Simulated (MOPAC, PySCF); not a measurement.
CHNS, SMILES `S[N+]#[C-]`, neutral singlet in the gas phase. 

Cartesian coordinates (Å):
```xyz
4

C      1.7724    -0.2765     0.0225
N      0.6455     0.0497     0.0053
S     -0.8797     0.6979    -0.0233
H     -1.5302    -0.4809     0.0001
```
Charge 0, multiplicity 1.

All levels are single points at this geometry (B3LYP-D3(BJ)/def2-TZVP); Pople sets use spherical d functions. Orbital energies aren't observables, and empty levels follow the basis.

PBE/6-31G* in PySCF gives gap (eV) = 4.64.

Q: Estimate the gap (eV) from each of these levels: B3LYP-D3(BJ)/def2-TZVP in PySCF; B3LYP/3-21G in PySCF; B3LYP/6-311+G** in PySCF; B3LYP/LANL2DZ in PySCF; BP86/6-31G* in PySCF; M06-2X/6-31G* in PySCF; SVWN5/6-31G* in PySCF; HF/6-31G* in PySCF; HF/STO-3G in PySCF; AM1 in MOPAC; PM3 in MOPAC; PM7 in MOPAC.

A: 
```tsv
level	gap (eV)
B3LYP-D3(BJ)/def2-TZVP in PySCF	6.32
B3LYP/3-21G in PySCF	6.90
B3LYP/6-311+G** in PySCF	6.36
B3LYP/LANL2DZ in PySCF	6.81
BP86/6-31G* in PySCF	4.65
M06-2X/6-31G* in PySCF	9.17
SVWN5/6-31G* in PySCF	4.60
HF/6-31G* in PySCF	13.83
HF/STO-3G in PySCF	17.27
AM1 in MOPAC	9.01
PM3 in MOPAC	8.70
PM7 in MOPAC	8.18
```
